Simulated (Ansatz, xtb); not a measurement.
## Relative energy of two isomers of C7H5ClO

Structure X: `O=Cc1cccc(Cl)c1`, a singlet. Structure Y: `O=Cc1ccc(Cl)cc1`, a singlet. Both are isolated molecules in the gas phase, relaxed with PBE0-D3(BJ)/def2-SVP; the shapes shown needn't be the lowest conformers.

X (Å):

```yaml
atoms:
  - { symbol: C, position_ang: [0.4009, -2.0474, -1.4736] }
  - { symbol: C, position_ang: [-0.0588, -0.6561, -1.6948] }
  - { symbol: C, position_ang: [-0.6891, 0.0479, -0.6656] }
  - { symbol: C, position_ang: [-1.1181, 1.3550, -0.8833] }
  - { symbol: C, position_ang: [-0.9197, 1.9589, -2.1223] }
  - { symbol: C, position_ang: [-0.2877, 1.2457, -3.1461] }
  - { symbol: C, position_ang: [0.1451, -0.0581, -2.9433] }
  - { symbol: Cl, position_ang: [-0.0457, 2.0046, -4.6823] }
  - { symbol: O, position_ang: [0.9506, -2.7228, -2.3052] }
  - { symbol: H, position_ang: [0.1966, -2.4445, -0.4461] }
  - { symbol: H, position_ang: [-0.8415, -0.4326, 0.3048] }
  - { symbol: H, position_ang: [-1.6119, 1.9140, -0.0855] }
  - { symbol: H, position_ang: [-1.2505, 2.9823, -2.3076] }
  - { symbol: H, position_ang: [0.6397, -0.6270, -3.7327] }
```

Y (Å):

```yaml
atoms:
  - { symbol: C, position_ang: [1.4372, -1.2584, -1.0981] }
  - { symbol: C, position_ang: [0.3560, -0.3685, -1.5721] }
  - { symbol: C, position_ang: [-0.8283, -0.2526, -0.8331] }
  - { symbol: C, position_ang: [-1.8483, 0.5797, -1.2692] }
  - { symbol: C, position_ang: [-1.6782, 1.3012, -2.4555] }
  - { symbol: C, position_ang: [-0.5056, 1.1987, -3.2050] }
  - { symbol: C, position_ang: [0.5084, 0.3601, -2.7554] }
  - { symbol: Cl, position_ang: [-2.9455, 2.3396, -3.0028] }
  - { symbol: O, position_ang: [1.3845, -1.9184, -0.0912] }
  - { symbol: H, position_ang: [2.3423, -1.2812, -1.7587] }
  - { symbol: H, position_ang: [-0.9239, -0.8319, 0.0883] }
  - { symbol: H, position_ang: [-2.7772, 0.6814, -0.7060] }
  - { symbol: H, position_ang: [-0.4006, 1.7734, -4.1263] }
  - { symbol: H, position_ang: [1.4338, 0.2687, -3.3318] }
```

Quicker runs give these differences E(Y) − E(X): GFN2-xTB −0.68 kcal/mol; HF/STO-3G +0.02 kcal/mol (at GFN2-xTB geometries); r2SCAN-D4/def2-SVP −0.74 kcal/mol (at GFN2-xTB geometries).

Estimate which is lower in electronic energy at CCSD(T)/def2-SVP + ΔMP2/def2-TZVPP, and by roughly how much.

CCSD(T)/def2-SVP + ΔMP2/def2-TZVPP gives E(Y) − E(X) = −0.39 kcal/mol, slightly favouring structure Y, which is too small a margin to settle the true order.

The same difference at several levels:

| level | geometry | E(Y) − E(X) (kcal/mol) | departure from the last row (kcal/mol) | job, with rough time for the two |
| --- | --- | --- | --- | --- |
| GFN2-xTB | GFN2-xTB | −0.68 | −0.29 | optimisation, 0.13 s |
| HF/STO-3G | GFN2-xTB | +0.02 | +0.41 | single point, 0.64 s |
| r2SCAN-D4/def2-SVP | GFN2-xTB | −0.74 | −0.35 | single point, 6.3 s |
| PBE0-D3(BJ)/def2-SVP | PBE0-D3(BJ)/def2-SVP | −0.63 | −0.24 | optimisation, 48 s |
| HF/def2-SVP | PBE0-D3(BJ)/def2-SVP | −0.50 | −0.11 | part of the CCSD(T) run |
| MP2/def2-SVP | PBE0-D3(BJ)/def2-SVP | −0.42 | −0.03 | part of the CCSD(T) run |
| CCSD(T)/def2-SVP | PBE0-D3(BJ)/def2-SVP | −0.33 | +0.06 | single point |
| CCSD(T)/def2-SVP + ΔMP2/def2-TZVPP | PBE0-D3(BJ)/def2-SVP | −0.39 |  | single point, 3.4 min |

As drawn, both hold the same kinds of bond in the same numbers.

The largest departure from CCSD(T)/def2-SVP + ΔMP2/def2-TZVPP is that of HF/STO-3G, 0.41 kcal/mol. The last row adds to CCSD(T) the change of the MP2 difference between the two basis sets, here −0.06 kcal/mol.

With thermal terms from frequencies at re-optimised GFN2-xTB minima (ideal gas, soft modes damped towards free rotors, one conformer each, 298.15 K, 1 atm): the zero-point term adds +0.03 kcal/mol; ΔH is −0.37 and ΔG −0.31 kcal/mol.

The correlated steps freeze 13 core orbitals. Run with Ansatz 0.2.0, xtb 6.7.1; the last row on 2 threads of Arm Neoverse V2 on a shared host.
